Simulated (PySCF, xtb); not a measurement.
C₂H₆BFO₂, SMILES OCB(F)CO.

GFN2-xTB (xtb 6.7.1) at its own geometry gives an orbital gap of 4.16 eV and a dipole moment of 0.06 D.

Coordinates come from a B3LYP-D3(BJ)/def2-SVP optimisation. This is a generated structure with no PubChem entry under its InChIKey; it may be hypothetical. Other conformers were not sampled.

Problem. What does r2SCAN/def2-TZVP run with PySCF give? (An estimate is asked for; the answer gives what the named calculation found.)

Solution. gap 5.26 eV (levels -6.38 and -1.12 eV), dipole 0.03 D.
